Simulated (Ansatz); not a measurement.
`O[SiH2][AlH][SiH3]` and `[NH2][Al]([SiH3])[SiH2]O` differ in one atom or group.

Ansatz, PBE0-D4/def2-TZVP geometries, multiplicity 1. Each molecule was computed in one conformer, which needn't be the lowest.

```json
{"property": "HOMO–LUMO gap (ωB97M-V/def2-TZVPP) / eV", "`O[SiH2][AlH][SiH3]`": "8.18"}
{"property": "LUMO energy (B3LYP/def2-TZVPP) / eV", "`O[SiH2][AlH][SiH3]`": "-2.61"}
{"property": "size of the dipole moment (ωB97M-V/def2-TZVPP) / D", "`O[SiH2][AlH][SiH3]`": "1.10"}
{"property": "HOMO–LUMO gap (PBE0/def2-TZVPP) / eV", "`O[SiH2][AlH][SiH3]`": "4.60"}
{"property": "HOMO–LUMO gap (B3LYP/def2-TZVPP) / eV", "`O[SiH2][AlH][SiH3]`": "4.25"}
{"property": "HOMO energy (PBE0/def2-TZVPP) / eV", "`O[SiH2][AlH][SiH3]`": "-7.05"}
```

(1) Give the same properties after the change, and the shifts. (Estimate.)

Answers

(1) The calculation gave: 
| property | `[NH2][Al]([SiH3])[SiH2]O` | shift |
| --- | --- | --- |
| HOMO–LUMO gap (ωB97M-V/def2-TZVPP) / eV | 8.91 | 0.73 |
| LUMO energy (B3LYP/def2-TZVPP) / eV | -1.65 | 0.96 |
| size of the dipole moment (ωB97M-V/def2-TZVPP) / D | 2.21 | 1.11 |
| HOMO–LUMO gap (PBE0/def2-TZVPP) / eV | 5.31 | 0.71 |
| HOMO–LUMO gap (B3LYP/def2-TZVPP) / eV | 4.98 | 0.73 |
| HOMO energy (PBE0/def2-TZVPP) / eV | -6.81 | 0.24 |

With PBE0 the HOMO rises by 0.24 eV and the LUMO rises by 0.95 eV, so the gap widens by about 0.71 eV. PBE moves the HOMO by 0.26 eV and ωB97M-V by 0.24 eV. Dipoles are sizes alone; their direction can turn.

B3LYP here is the variant with VWN-RPA as its local correlation; programs differ in this.
